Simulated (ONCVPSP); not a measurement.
**Potentials for Ce (Z = 58) compared**

Generated with ld1.x 7.5 (TM, RRKJ, ultrasoft, PAW), atompaw 4.2 or ONCVPSP 4.0.1. The cutoff is in Ry: for ld1.x and atompaw files where the sum of valence levels is converged to 10 mRy in a Bessel basis, for ONCV files where the hardest occupied wave has 1 mHa per electron of residual kinetic energy. The error is the largest all-electron minus pseudo excitation energy over each file’s own four to seven test configurations (ionisations up to +4, promotions, holes and added fractions of an electron), all of which were solved. The labels leave out finer settings (local radius, basis sizes, second energies), which also bear on the numbers. Spin-polarised tests are not counted. The rows are a selection from randomly drawn settings: files with unsolved tests, undetermined cutoffs or missed reference levels are left out.

A true bound ghost makes a file unfit for plane-wave use even where its test errors are small: the radial tests pick states by their node count and pass the ghost by.

| potential | cutoff (Ry) | largest error (meV) | bound ghosts |
| --- | --- | --- | --- |
| ONCV, LDA (Perdew-Wang 92), fully relativistic, rc 2.15/2.50/3.10/1.70 (spdf), local smoothed, core correction yes, reference 4f1 5s2 5p6 5d1, qcut 5.9/5.1/4.6/12.2, projectors 1/2/2/1 | 105 | +386 | none |
| ONCV, LDA (Perdew-Zunger), scalar-relativistic, rc 2.65/2.45/3.35 (spd), local smoothed, core correction yes, reference 5s2 5p6 5d1.5 6s1.5, qcut 4/5.3/4.6, projectors 2/2/2 | 13 | -8.5 | none |
| ONCV, PBE, scalar-relativistic, rc 2.70/2.00/3.45/1.85 (spdf), local smoothed, core correction yes, reference 4f1 5s2 5p6 5d1 6s1, qcut 4.4/3.8/4.1/10.3, projectors 3/2/2/2 | 82 | +8.2 | none |
| ONCV, LDA (Perdew-Wang 92), fully relativistic, rc 2.40/2.90/3.25 (spd), local smoothed, core correction yes, reference 5s2 5p6 5d1 6s1.75 6p0.25, qcut 6.6/3.9/4.2, projectors 2/2/2 | 25 | +0.7 | none |
| ONCV, PBEsol, scalar-relativistic, rc 2.65/2.80/3.40/1.25 (spdf), local f, core correction yes, reference 4f1 5s2 5p6 5d1 6s2, qcut 5.1/4.6/4.2/14, projectors 3/3/3/0 | 155 | -7.3 | s, p |

Q: Fill in the row for Ce: ONCV, PBE, scalar-relativistic, rc 2.80/2.30/3.60 (spd), local smoothed, core correction yes, reference 5s2 5p6 5d1 6s2, qcut 3.5/6.3/4.5, projectors 2/2/1.

A: cutoff 27 Ry, largest error -33 meV, bound ghosts: none.

Q: Fill in the row for Ce: ONCV, PBE, scalar-relativistic, rc 3.20/2.95/4.00/0.95 (spdf), local smoothed, core correction yes, reference 4f1 5p6 5d2 6s1, qcut 2.2/4.2/4/21.6, projectors 2/2/2/2.

A: cutoff 316 Ry, largest error -405 meV, bound ghosts: s.
